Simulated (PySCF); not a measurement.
# Correlation energy of Ru (ruthenium, neutral)

[Kr] 4d6 5s1 5p1, one real determinant (an excited configuration). Calculation: PySCF 2.14, in ANO-RCC-VTZP; scalar relativity by spin-free X2C-1e. Frozen: [Kr]; 8 electrons correlated.

| level | correlation energy (mhartree) |
| --- | --- |
| CCSD | -146.59 |
| (T) | -4.67 |
| CCSD(T) | -151.26 |

Diagnostics: T1 = 0.010, D1 = 0.0345, largest double amplitude 0.074.

The real determinant used has ⟨L²⟩ near 8 against 12 for a pure F term, so it mixes terms.

Cost of the coupled-cluster step: roughly 7 core-seconds, for 8 correlated electrons.

Iterations:

```
CC2 = 0
CCSD nocc = (np.int64(7), np.int64(1)), nmo = (50, 50)
frozen orbitals [[0, 1, 2, 3, 4, 5, 6, 7, 8, 9, 10, 11, 12, 13, 14, 15, 16, 17], [0, 1, 2, 3, 4, 5, 6, 7, 8, 9, 10, 11, 12, 13, 14, 15, 16, 17]]
max_cycle = 100
direct = 0
conv_tol = 1e-08
conv_tol_normt = 1e-06
diis_space = 8
diis_start_cycle = 0
Init t2, MP2 energy = -0.139429139001151
Init E_corr(UCCSD) = -0.139429139007187
cycle = 1  E_corr(UCCSD) = -0.144161107584474  dE = -0.00473196858  norm(t1,t2) = 0.0330628
cycle = 2  E_corr(UCCSD) = -0.145327701508394  dE = -0.00116659392  norm(t1,t2) = 0.0150506
cycle = 3  E_corr(UCCSD) = -0.146116828062385  dE = -0.000789126554  norm(t1,t2) = 0.00989558
cycle = 4  E_corr(UCCSD) = -0.146312780696885  dE = -0.000195952635  norm(t1,t2) = 0.00654728
cycle = 5  E_corr(UCCSD) = -0.146539357966567  dE = -0.00022657727  norm(t1,t2) = 0.00354942
cycle = 6  E_corr(UCCSD) = -0.146601178189198  dE = -6.18202226e-05  norm(t1,t2) = 0.00122008
cycle = 7  E_corr(UCCSD) = -0.14659023428397  dE = 1.09439052e-05  norm(t1,t2) = 0.000372403
cycle = 8  E_corr(UCCSD) = -0.146590480736824  dE = -2.46452855e-07  norm(t1,t2) = 7.38278e-05
cycle = 9  E_corr(UCCSD) = -0.146590807483939  dE = -3.26747115e-07  norm(t1,t2) = 2.01392e-05
cycle = 10  E_corr(UCCSD) = -0.146590795864194  dE = 1.16197451e-08  norm(t1,t2) = 5.87196e-06
cycle = 11  E_corr(UCCSD) = -0.146590794269292  dE = 1.59490246e-09  norm(t1,t2) = 1.60129e-06
cycle = 12  E_corr(UCCSD) = -0.146590790297739  dE = 3.97155336e-09  norm(t1,t2) = 4.46146e-07
UCCSD converged
E(UCCSD) = -4527.936679506714  E_corr = -0.1465907902977386
UCCSD(T) correction = -0.00466956969399707
```

The basis was made for the ground configuration and has no added diffuse functions, which can raise the energy of the promoted electron.

The reference is one real determinant that mixes LS terms of this configuration.
